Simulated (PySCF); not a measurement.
Solvent effects on NMR parameters

Mapped SMILES: `[CH3:1][C:2](=[O:3])[NH:4][C:5]1=[CH:6][CH2:7][CH2:8][CH2:9][O:10]1`. Each H is labelled by its parent atom.

GIAO PBE0/pcSseg-1 in PySCF 2.14.0 with density-fitted response routines on one PBE0-D3(BJ)/def2-SVP conformer, non-relativistic, equivalent nuclei averaged. Solvents enter as an IEF-PCM continuum (chloroform with ε = 4.7, water with ε = 78.4) around the gas-phase geometry. Shifts are referred to TMS computed in the same medium.

In chloroform, δ in ppm: C2 170.6, C5 151.6, C6 84.9, C9 67.6, C1 26.4, C8 24.9, C7 22.1, H(N4) 6.06, H(C6) 5.71, H(C9) 3.92, H(C7) 2.13, H(C1) 2.03, H(C8) 1.62. Dipole moment 4.18 D.

Question: How does each δ change in the more polar medium?

Answer: 
```csv
atoms,environment,"Δδ, water"
C2,amide carbonyl carbon,+2.0
C5,alkene carbon bearing oxygen,+0.8
C6,β carbon of an enol-ether or enamine type C=C,-0.2
C9,sp3 CH2 bonded to O,+0.4
C1,methyl carbon α to a carbonyl,+0.6
C8,sp3 CH2 in a ring,+0.1
C7,allylic sp3 CH2,+0.1
H(N4),hydrogen on an amide-type nitrogen,+0.28
H(C6),hydrogen on a β carbon of an enol-ether or enamine type C=C,-0.12
H(C9),hydrogen on an sp3 CH2 bonded to O,+0.05
H(C7),hydrogen on an allylic sp3 CH2,0.00
H(C1),hydrogen on a methyl carbon α to a carbonyl,+0.07
H(C8),hydrogen on an sp3 CH2 in a ring,+0.03
```

Changes are relative to chloroform. The dipole moment becomes 4.61 D in water.

Question: Which nuclei move most (in ppm), and what does the model miss?

Answer: C2 (amide carbonyl carbon, +2.0 ppm) in water. A continuum only polarises the solute; specific hydrogen bonds, the anisotropy of aromatic solvents and changes of geometry or conformer are outside it.
